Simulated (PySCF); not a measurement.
PySCF 2.14 output of a UHF calculation on a single atom or ion in aug-cc-pVDZ-X2C (6s5p3d, 36 functions), with scalar relativity by spin-free X2C-1e:

```
SCF conv_tol = 1e-09
number electrons alpha = 10  beta = 10
cycle= 1 E= -601.453674158094  delta_E= -2.27e-13  |g|= 7.24e-08  |ddm|= 6.53e-06
converged SCF energy = -601.453674158094  <S^2> = -2.4868996e-14  2S+1 = 1
```

The run itself started from symmetry-adapted Hartree-Fock orbitals and held the occupation by maximum overlap, so the iterations belong to that start.

Q: Which element, charge and spin multiplicity is this?

A: K⁻ (potassium, charge -1), multiplicity 1; the state was [Ar] 4s2, closed-shell 1S.

The outer electron is barely bound at this level, so radii and moments hang on the diffuse functions.
